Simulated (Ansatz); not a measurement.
Consider the formal exchange of groups at the Se–Si bond: `[SeH][SiH]1BO1` + `[SeH][SnH3]` → `[SeH][SnH2][SeH]` + `B1O[SiH2]1`.

Program: Ansatz. Geometries: PBE0-D4/def2-TZVP. ΔE: electronic, gas phase. CCSD(T)/CBS is the MP2 limit (def2-TZVPP, def2-QZVPP) plus CCSD(T) − MP2 in def2-TZVPP, frozen cores. Functionals use def2-TZVPP. B3LYP here is the variant with VWN-RPA as its local correlation; programs differ in this. HSE06 is defined as in plane-wave codes. Elements past krypton have def2 core potentials. For Se, Sn outer-core shells are correlated without core-valence functions, which leaves a few kJ/mol of doubt a bond. Scalar relativity is left out up to krypton. Each species was taken in one conformer, which may not be the lowest.

`[SeH][SiH]1BO1`:

Z-matrix (Å, degrees):
```
Si
B 1 1.896
O 1 1.752 2 42.9
Se 1 2.255 2 124.1 3 -92.6
H 1 1.479 2 125.6 3 80.1
H 2 1.189 1 165.4 3 178.1
H 4 1.470 1 93.6 2 148.0
```

`[SeH][SnH3]`:

Cartesian coordinates in Å:
```
Se 0.373 0.783 1.755
Sn 0.064 -0.462 -0.429
H -0.474 1.897 1.307
H 0.972 -1.891 -0.251
H 0.654 0.484 -1.719
H -1.589 -0.810 -0.664
```

`[SeH][SnH2][SeH]`:

Cartesian coordinates in Å:
```
Se -0.291 -0.461 -2.211
Sn -0.386 0.617 0.076
Se -0.536 -1.073 1.954
H 1.143 -0.743 -2.065
H 1.017 1.561 0.291
H -1.836 1.506 0.129
H 0.888 -1.407 1.827
```

`B1O[SiH2]1`:

```xyz
6

B     0.823    0.677    0.438
O     0.240    0.805   -0.761
Si   -0.511   -0.594   -0.019
H     1.671    1.316    0.975
H    -0.259   -1.822   -0.808
H    -1.965   -0.383    0.175
```

| level | ΔE (kcal/mol) | difference from CCSD(T)/CBS |
| --- | --- | --- |
| LDA (SPW92) | -0.5 | 3.1 |
| PBE-D4 | -1.9 | 1.7 |
| revPBE-D4 | -1.7 | 1.9 |
| r2SCAN-D4 | -2.0 | 1.6 |
| B97M-V | -0.4 | 3.2 |
| PBE0-D4 | -1.9 | 1.7 |
| B3LYP-D4 | -3.2 | 0.4 |
| r2SCANh-D4 | -2.0 | 1.6 |
| r2SCAN0-D4 | -2.0 | 1.6 |
| HSE06-D4 | -2.0 | 1.6 |
| BHLYP-D4 | -3.6 | 0.0 |
| CAM-B3LYP-D4 | -2.5 | 1.1 |
| ωB97X-V | -2.0 | 1.6 |
| ωB97M-V | -2.0 | 1.6 |
| B2PLYP | -2.9 | 0.7 |
| PBE-QIDH | -1.9 | 1.7 |
| PBE | -1.9 | 1.7 |
| revPBE | -2.1 | 1.5 |
| r2SCAN | -2.0 | 1.6 |
| PBE0 | -1.9 | 1.7 |
| B3LYP | -3.2 | 0.4 |
| r2SCANh | -2.0 | 1.6 |
| HSE06 | -1.9 | 1.7 |
| BHLYP | -3.2 | 0.4 |
| CAM-B3LYP | -2.4 | 1.2 |
| RPA@PBE/def2-TZVPP | -1.9 | 1.7 |
| MP2/def2-SVP | -3.5 | 0.1 |
| CCSD/def2-SVP | -3.6 | 0.0 |
| CCSD(T)/def2-SVP | -3.4 | 0.2 |
| HF/def2-TZVPP | -3.9 | -0.3 |
| MP2/def2-TZVPP | -2.3 | 1.3 |
| SCS-MP2/def2-TZVPP | -2.6 | 1.0 |
| CCSD/def2-TZVPP | -2.0 | 1.6 |
| CCSD(T)/def2-TZVPP | -1.8 | 1.8 |
| HF/def2-QZVPP | -4.2 | -0.6 |
| MP2/def2-QZVPP | -3.4 | 0.2 |
| SCS-MP2/def2-QZVPP | -3.6 | 0.0 |
| HF/CBS(def2) | -4.2 | -0.6 |
| MP2/CBS(def2) | -4.1 | -0.5 |
| CCSD/CBS(def2) | -3.8 | -0.2 |
| CCSD(T)/CBS | -3.6 | 0 |

Largest T1 diagnostic among the species: 0.017.

Leaving LDA and LC-ωPBE aside and taking each functional with its dispersion term where it has one, the values spread over 3.2 kcal/mol, from BHLYP-D4 to B97M-V. LDA lies +1.4 kcal/mol from PBE without D4. In def2-TZVPP, CCSD(T) changes the Hartree–Fock value by +2.1 kcal/mol (the triples alone add +0.2 kcal/mol) and MP2 by +1.6 kcal/mol.
